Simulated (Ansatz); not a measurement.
`[NH2][InH][OH]` + `[CH3]`• → `[NH2][In][OH]`• + CH₄  (hydrogen abstraction from the In–H bond)

Isolated molecules relaxed with PBE0-D4/def2-TZVP in Ansatz; ΔE leaves out vibrations. CBS: MP2 limit from def2 TZ/QZ plus the TZ coupled-cluster correction, frozen cores. This one scheme is used for every species. Open shells (•) are unrestricted, without spin–orbit coupling. def2 core potentials past Kr. For In outer-core shells are correlated without core-valence functions, which leaves a few kJ/mol of doubt a bond. One conformer a species, not always the lowest.

| species | CCSD(T)/def2-SVP energy (Eh) |
| --- | --- |
| `[NH2][InH][OH]` | -321.23426 |
| `[CH3]`• | -39.68403 |
| `[NH2][In][OH]`• | -320.62375 |
| CH₄ | -40.35705 |

Work out ΔE.

ΔE = (-320.62375) + (-40.35705) − (-321.23426) − (-39.68403) = -0.06251 Eh = -39.2 kcal/mol. CCSD(T)/CBS gives -38.0 kcal/mol.

Largest T1 diagnostic among the species: 0.021.

From r2SCAN to r2SCAN0 (25 % exact exchange), in def2-TZVPP and without D4, ΔE moves by +1.9 kcal/mol. In def2-TZVPP, CCSD(T) changes the Hartree–Fock value by −8.0 kcal/mol (the triples alone add −1.2 kcal/mol) and MP2 by −9.5 kcal/mol. Leaving LDA and LC-ωPBE aside and taking each functional with its dispersion term where it has one, the values, not all of them listed here, spread over 7.3 kcal/mol, from BLYP-D4 to r2SCAN0-D4. LDA lies −2.0 kcal/mol from PBE without D4.
